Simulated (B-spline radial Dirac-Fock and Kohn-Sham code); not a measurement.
Level of theory: Dirac-Fock orbitals of the configuration average with a finite nucleus; a B-spline atomic structure program.

**Question.** This computed X-ray form factor belongs to an atom or ion in its tabulated ground configuration. Which?

| sin θ/λ (Å⁻¹) | f₀ |
| --- | --- |
| 0.15 | 36.689 |
| 0.3 | 29.129 |
| 0.9 | 14.938 |
| 1.1 | 12.128 |
| 1.6 | 7.529 |
| 1.8 | 6.589 |
| 2 | 5.951 |
| 4 | 2.707 |
| 5 | 1.846 |

**Answer.** Tc⁺, with 42 electrons in [Kr] 4d5 5s1. f₀ tends to the number of electrons as s goes to zero, which the first rows give only roughly, and the rate of fall reflects the nuclear charge, 43.

**Question.** This computed X-ray form factor belongs to an atom or ion in its tabulated ground configuration. Which?

| sin θ/λ (Å⁻¹) | f₀ |
| --- | --- |
| 0.06 | 15.992 |
| 0.07 | 15.989 |
| 0.15 | 15.950 |
| 0.28 | 15.827 |
| 0.34 | 15.746 |
| 0.92 | 14.294 |
| 1.09 | 13.695 |
| 1.28 | 12.976 |
| 2.12 | 9.773 |

**Answer.** Hf⁵⁶⁺, with 16 electrons in [Ne] 3s2 3p4. f₀ tends to the number of electrons as s goes to zero, which the first rows give only roughly, and the rate of fall reflects the nuclear charge, 72.
